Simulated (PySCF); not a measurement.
InH: frontier orbitals

PBE at R = 1.861 Å; basis In cc-pVDZ-PP with ECP28, H cc-pVDZ; scalar-relativistic core potentials; PySCF 2.14. State: ¹Σ⁺ (singlet), closed shell. Only the outer orbitals are listed, counted within each symmetry, core potentials removing the inner ones.

| orbital | occ. | ε (eV) | on In (%) | main shells (%) |
| --- | --- | --- | --- | --- |
| 1δ | 2 | -18.39 | 100 | 100 In d |
| 1δ | 2 | -18.39 | 100 | 100 In d |
| 2π | 2 | -18.09 | 100 | 100 In d |
| 2π | 2 | -18.09 | 100 | 100 In d |
| 3σ | 2 | -18.08 | 99 | 99 In d |
| 4σ | 2 | -8.94 | 81 | 78 In s, 19 H s |
| 5σ | 2 | -4.73 | 61 | 40 In p, 39 H s, 18 In s |
| 3π | 0 | -2.40 | 100 | 100 In p |
| 3π | 0 | -2.40 | 100 | 100 In p |
| 6σ | 0 | 1.05 | 74 | 67 In p, 26 H s |

**Question.** Which are the highest filled and the lowest empty level, where do they sit, and how wide is the gap?

**Answer.** Highest filled 5σ at -4.73 eV (in %: 40 In p, 39 H s, 18 In s); lowest empty 3π at -2.40 eV (in %: 100 In p); the gap at PBE is 2.33 eV.

| Quantity | Value |
| --- | --- |
| bond order (Mayer) | 0.94 |
| ⟨S²⟩ | 0.000 |
| charge on In (Mulliken, basis-dependent) | 0.18 |
| charge on In (Löwdin, basis-dependent) | 0.18 |
| dipole moment (positive dipole means In(−)H(+)) | -0.70 D |
| polarisability along the bond | 51.3 bohr³ |
| polarisability across the bond | 34.7 bohr³ |

Spin–orbit coupling is left out.
